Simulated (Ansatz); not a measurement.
Breaking the Sn1–H3 bond in GeH6Sn (SMILES [GeH3][SnH3]) (multiplicity 1 held, fragments rigid). Energies count from the point at 1.712 Å.
Geometry at that point (charge 0, multiplicity 1):
```xyz
8

Sn    -1.0322     0.1022    -0.0172
Ge     1.5684    -0.1553     0.0261
H     -1.7216    -0.9461    -1.1826
H     -1.4714     1.7097    -0.4116
H     -1.7003    -0.2790     1.5128
H      1.9614    -1.6007     0.3808
H      2.1864     0.7877     1.0741
H      2.1673     0.1877    -1.3498
```

Restricted levels (R-, RO-) in cc, def2 and unpolarised 6-31G sets keep to the state of the molecule at rest. Active spaces are followed from a long bond inwards. Levels need not reach the same state.

Frozen-core correlation. Filled d and f shells under p-block atoms count as core.

Codes used: Ansatz (Gaussian basis) for Hartree–Fock, density functionals and correlated methods. Each number belongs to the level named beside it. In def2 rows elements past Kr take small-core potentials, without spin–orbit coupling.

**Question.** What is the computed energy at R = 5.480 Å (R-HF/def2-SVP)?

**Answer.** 6.75 eV

Doubts at one or more of the structures used: a restricted determinant that unrestricted orbitals would lower (R-HF/def2-SVP).

Ansatz is a quantum-chemistry and plane-wave program.
